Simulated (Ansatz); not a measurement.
`O=C=[N][Zr]([F])([F])[F]` + HI → `[F][Zr]([F])([F])[I]` + `N=C=O` at 298.15 K and 1 bar (ligand exchange at a Zr–N bond).

Calculated with Ansatz (gas phase, PBE0-D4/def2-TZVP geometries, no zero-point term in ΔE). CCSD(T)/CBS is the MP2 limit (def2-TZVPP, def2-QZVPP) plus CCSD(T) − MP2 in def2-TZVPP, frozen cores. This one scheme is used for every species. Elements past krypton have def2 core potentials. For I, Zr outer-core shells are correlated without core-valence functions, which leaves a few kJ/mol of doubt a bond. Each species was taken in one conformer, which may not be the lowest.

```csv
species,CCSD(T)/CBS energy (Eh),H − E (kJ/mol),S (J/(mol·K))
`O=C=[N][Zr]([F])([F])[F]`,-514.59914,76.0,390.1
HI,-298.03592,22.7,206.5
`[F][Zr]([F])([F])[I]`,-644.12135,38.9,365.0
`N=C=O`,-168.51995,67.5,238.3
```

H − E and S are ideal-gas, rigid-rotor, harmonic terms from PBE0-D4/def2-TZVP, for one conformer and one mirror image of each species. 1 Eh = 2625.50 kJ/mol, R = 8.31446 J/(mol·K).

Problem. By hand: ΔE, ΔH, ΔS and ΔG.

Solution. ΔE = (-644.12135) + (-168.51995) − (-514.59914) − (-298.03592) = -0.00624 Eh = -16.4 kJ/mol. Δ(H − E) = 38.9 + 67.5 − 76.0 − 22.7 = 7.7, so ΔH = -8.7 kJ/mol. ΔS = 365.0 + 238.3 − 390.1 − 206.5 = 6.7 J/(mol·K). ΔG = -8.7 − 298.15 × (6.7)/1000 = -10.7 kJ/mol.

Problem. By hand: the equilibrium constant, and the temperature at which ΔG would vanish if ΔH and ΔS stayed fixed.

Solution. log₁₀ K = −ΔG/(RT ln 10) = 1.9. ΔH and −TΔS have one sign here, so there is no such temperature.

The number of gas molecules stays the same, so ΔS is small and ΔH decides. A doubt of 5 kJ/mol in ΔE shifts log₁₀ K by 0.9 here. Other conformers and mirror images would add mixing entropy, several J/(mol·K) or more a flexible species. Modes under 60 cm⁻¹, often nearly free rotors, make the harmonic entropy too high. These are equilibria of isolated gas molecules and say nothing of rates. Largest T1 diagnostic: 0.018 (customary marks: 0.02 for closed shells, 0.045 for open ones).

ΔS is within the doubt of such terms, so its sign, and with it that verdict, could turn.
